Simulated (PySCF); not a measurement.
**Level sweep**

Compound: carbonyl selenide, COSe.
Geometry (PBE0-D3(BJ)/def2-SVP, Å), atoms numbered from 1 in this order:
```xyz
3
COSe angstrom
O     -1.1570    0.7381    0.0024
C     -0.1575    0.1616   -0.0126
Se     1.3211   -0.6915   -0.0347
```

PySCF, dipoles from the SCF density, polarisabilities from static response with core orbitals frozen. Geometry: PBE0-D3(BJ)/def2-SVP; no solvent, vibrations or thermal averaging. Relativistic effects, spin–orbit coupling among them, are left out although an element past zinc is present.

Compare the levels for these properties.

| level | μ (D) | error (%) | α (Å³) | anisotropy (Å³) |
| --- | --- | --- | --- | --- |
| LDA/def2-SVPD | 0.953 | +26.4 | 6.15 | 4.20 |
| PBE/def2-SVPD | 0.881 | +16.8 | 6.19 | 4.19 |
| B3LYP/def2-SVPD | 0.911 | +20.8 | 6.12 | 4.18 |
| PBE0/def2-SVPD | 0.855 | +13.3 | 6.07 | 4.16 |
| BHandHLYP/def2-SVPD | 0.868 | +15.1 | 6.01 | 4.13 |
| CAM-B3LYP/def2-SVPD | 0.837 | +11.0 | 6.09 | 4.23 |
| wB97X-D/def2-SVPD | 0.828 | +9.8 | 6.14 | 4.23 |
| LC-wPBE/def2-SVPD | 0.666 | -11.7 | 6.04 | 4.29 |
| HF/def2-SVPD | 0.672 | -10.8 | 5.96 | 3.96 |
| PBE0/6-31G* | 0.522 | -30.8 | 4.51 | 4.91 |
| PBE0/def2-SVP | 0.690 | -8.4 | 4.48 | 4.81 |
| PBE0/aug-cc-pVDZ | 0.781 | +3.6 | 5.95 | 4.35 |
| PBE0/def2-TZVP | 0.757 | +0.4 | 5.44 | 4.67 |
| PBE0/def2-TZVPD | 0.794 | +5.3 | 6.10 | 4.13 |
| PBE0/aug-cc-pVTZ | 0.796 | +5.6 | 6.09 | 4.17 |

Reference dipole: 0.754 D (measured, gas; NIST CCCBDB Release 22 (SRD 101), experimental dipoles). The anisotropy is √(½[(α1 − α2)² + (α2 − α3)² + (α3 − α1)²]). For the dipole, the smallest error is 0.4% (PBE0/def2-TZVP) and the largest 30.8% (PBE0/6-31G*). The dipole runs from 0.52 D (PBE0/6-31G*) to 0.95 D (LDA/def2-SVPD). No reference polarisability is at hand; against PBE0 in the largest diffuse basis at hand (aug-cc-pVTZ) the other PBE0 rows deviate by 6-31G* -26%, def2-SVP -26%, aug-cc-pVDZ -2%, def2-SVPD 0%, def2-TZVP -11%, def2-TZVPD 0%. In one basis (def2-SVPD) the functionals order the polarisability from HF (lowest) to PBE (highest), a spread of 4%. With PBE0 the polarisability is 4.81 Å³ without diffuse functions (mean of 6-31G*, def2-SVP and def2-TZVP) and 6.05 Å³ with them (mean of aug-cc-pVDZ, def2-SVPD, def2-TZVPD and aug-cc-pVTZ). Measured values can belong to vibrating molecules; the computed ones are for one fixed geometry.
